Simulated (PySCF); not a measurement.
Telling isomers of C5H10Cl2OSi2 apart by NMR

Level of theory: NMR shieldings at PBE0/pcSseg-1/GIAO, GFN2-xTB structure, in PySCF 2.14 (one computed conformer, no solvent, no relativistic terms, averaged over atoms made equivalent by symmetry, fast rotation or ring inversion).

Chemical shifts δ = σref − σ; ¹H (σ = 31.72 ppm) and ¹³C (σ = 186.93 ppm) vs TMS, all at this level. Where no couplings were computed, multiplicities follow the n + 1 count of equivalent neighbours, and m marks all less simple cases (inequivalent or close neighbours, rings, F or P nearby). Shifts are as computed. Against solution values, carbons near 30 ppm lie about +3 ppm off and those near 130 ppm about +5 ppm; carbons on Cl a further +6 ppm. Of 1309 compounds with measured shifts, 239 miss one by over three times the rms of a fit or turn the order of signals round; such compounds aren't used in these exercises. Carbons bonded to Cl come out too deshielded. OH and NH positions are gas-phase values without hydrogen bonding to other molecules.

(1) Tabulate the signals of `C=C[Si@@H](C(=C)O[SiH3])C(Cl)Cl`, `OCCC1=C(C(Cl)Cl)[SiH2][SiH2]1` and their relative energies.

(2) What is the quickest way to tell C=C[Si@@H](C(=C)O[SiH3])C(Cl)Cl from OCCC1=C(C(Cl)Cl)[SiH2][SiH2]1?

Results:

(1) 
| SMILES | carbon types | δC | δH | E rel. (kcal/mol) |
| --- | --- | --- | --- | --- |
| C=C[Si@@H](C(=C)O[SiH3])C(Cl)Cl | 1×C 2×CH 2×CH2 | 167.8, 148.2, 137.0, 110.4, 71.9 | 6.81 (m, 1H), 6.74 (m, 1H), 6.28 (m, 1H), 5.90 (d, 1H), 5.12 (m, 1H), 5.03 (m, 1H), 4.97 (s, 3H), 4.78 (m, 1H) | 0.0 |
| OCCC1=C(C(Cl)Cl)[SiH2][SiH2]1 | 2×C 1×CH 2×CH2 | 183.4, 164.7, 81.3, 64.9, 37.9 | 6.25 (s, 1H), 4.81 (m, 2H), 4.75 (m, 2H), 4.13 (t, 2H), 3.18 (t, 2H), 0.78 (br s, 1H) | 8.6 |

Energies are electronic energies at PBE0/pcSseg-1 on these geometries, without zero-point or thermal terms, each for the one conformer computed, which needn't be the lowest.

(2) Both give the same number of carbon signals, but DEPT or the intensities differ. The first has a terminal =CH2 carbon at 148.2 ppm, the second an allylic sp3 CH2 at 37.9 ppm. Their most deshielded carbons lie at 167.8 and 183.4 ppm. In the proton spectra the most deshielded non-exchanging signals are 6.81 (m, 1H) and 6.25 (s, 1H).
